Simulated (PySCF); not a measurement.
Isomers of C5H6BNO2. Theory: PBE0-D3(BJ)/def2-SVP geometry optimisation, gas phase (PySCF 2.14.0). One conformer each; no zero-point energy, no entropy. No frequencies were run at this level. Point groups hold within 0.08 Å.

**Question.** Rank from lowest to highest electronic energy at this level (kcal/mol).
A. `[N:1]#[C:2][CH2:3][C:4]1=[O+:5][BH2-:6][O:7][CH:8]=[CH:9]1` with C2–C3–C4–O5 174°, C4–O5–B6–O7 38°, O5–B6–O7–C8 -37°, B6–O7–C8–C9 14°, C3–C4–C9–C8 164°
B. `[OH:1][B:2]([OH:3])[c:4]1[cH:5][cH:6][n:7][cH:8][cH:9]1` with H–O1–B2–O3 177°, O1–B2–O3–H -1°

**Answer.** B (0.0), A (71.3).

As drawn, the lower has an O–H bond, which the higher lacks.

| SMILES | E (Eh) | E rel (kcal/mol) | dipole (D) | point group | A, B, C (MHz) |
| --- | --- | --- | --- | --- | --- |
| OB(O)c1ccncc1 | -423.52810 | 0.0 | 2.55 | near Cs | 3836, 1120, 868.3 |
| N#CCC1=[O+][BH2-]OC=C1 | -423.41445 | 71.3 | 1.16 | C1 | 4264, 1038, 852.0 |

**Question.** How do the relative energies change in single points at PBE0/pcSseg-1 (no added dispersion term) on the same geometries?

**Answer.** 
```
                SMILES  PBE0-D3(BJ)/def2-SVP (kcal/mol)  PBE0/pcSseg-1 (kcal/mol)  shift
         OB(O)c1ccncc1                              0.0                       0.0    0.0
N#CCC1=[O+][BH2-]OC=C1                             71.3                      70.1   -1.2
```

Each column counts from its own lowest isomer. The order is unchanged; the largest shift is 1.2 kcal/mol.
